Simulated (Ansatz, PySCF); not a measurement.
cyclopent-3-en-1-ol (C₅H₈O), SMILES OC1CC=CC1. Atoms are numbered in the order given.

```xyz
14

O      1.7286     0.6666     0.0000
C      0.8414    -0.4360     0.0000
C     -0.1127    -0.3920     1.2194
C     -1.3260     0.3236     0.6704
C     -1.3260     0.3236    -0.6704
C     -0.1127    -0.3920    -1.2194
H      1.1865     1.4688     0.0000
H      1.4827    -1.3294     0.0000
H      0.3705     0.1132     2.0714
H     -0.3833    -1.4092     1.5604
H     -2.1133     0.7468     1.2991
H     -2.1133     0.7468    -1.2991
H      0.3705     0.1132    -2.0714
H     -0.3833    -1.4092    -1.5604
```

Geometry: B3LYP-D3(BJ)/def2-SVP. One conformer was computed; it need not be the lowest.

Two levels are set side by side: PBE-D3(BJ)/def2-SVP (Ansatz, a first-principles code) and B3LYP-D3(BJ)/def2-SVP (Ansatz). Each level has its own optimised geometry; the coordinates shown are those of the second. Frequencies come from the Hessian of PySCF at each geometry. Differences are taken from unrounded values.

| quantity | B3LYP-D3(BJ) |
|---|---|
| mean bond length (Å) | 1.253 |
| bond O1–C2 (Å) | 1.415 |
| bond C2–C3 (Å) | 1.549 |
| bond C2–C6 (Å) | 1.549 |
| bond C3–C4 (Å) | 1.512 |
| bond C4–C5 (Å) | 1.341 |
| bond C5–C6 (Å) | 1.512 |
| bond O1–H7 (Å) | 0.968 |
| bond C2–H8 (Å) | 1.100 |
| bond C3–H9 (Å) | 1.102 |
| bond C3–H10 (Å) | 1.106 |
| bond C4–H11 (Å) | 1.093 |
| bond C5–H12 (Å) | 1.093 |
| bond C6–H13 (Å) | 1.102 |
| bond C6–H14 (Å) | 1.106 |
| highest harmonic wavenumber (cm⁻¹) | 3782 |
| mean harmonic wavenumber (cm⁻¹) | 1474 |
| zero-point energy (kcal/mol) | 75.87 |

### Question
What does PBE-D3(BJ) give, and how far is it from B3LYP-D3(BJ)? (Estimate from the structure and the level; the computed values follow.)

### Answer

```csv
quantity,PBE-D3(BJ),PBE-D3(BJ) minus B3LYP-D3(BJ)
mean bond length (Å),1.260,0.006
bond O1–C2 (Å),1.420,0.005
bond C2–C3 (Å),1.552,0.003
bond C2–C6 (Å),1.552,0.003
bond C3–C4 (Å),1.512,0.000
bond C4–C5 (Å),1.351,0.010
bond C5–C6 (Å),1.512,0.000
bond O1–H7 (Å),0.978,0.009
bond C2–H8 (Å),1.108,0.009
bond C3–H9 (Å),1.110,0.008
bond C3–H10 (Å),1.115,0.008
bond C4–H11 (Å),1.101,0.008
bond C5–H12 (Å),1.101,0.008
bond C6–H13 (Å),1.110,0.008
bond C6–H14 (Å),1.115,0.008
highest harmonic wavenumber (cm⁻¹),3661,-121
mean harmonic wavenumber (cm⁻¹),1434,-40
zero-point energy (kcal/mol),73.79,-2.08
```

Exact exchange shortens and stiffens bonds; PBE has none. Differences between two approximate levels are no errors against the true value.
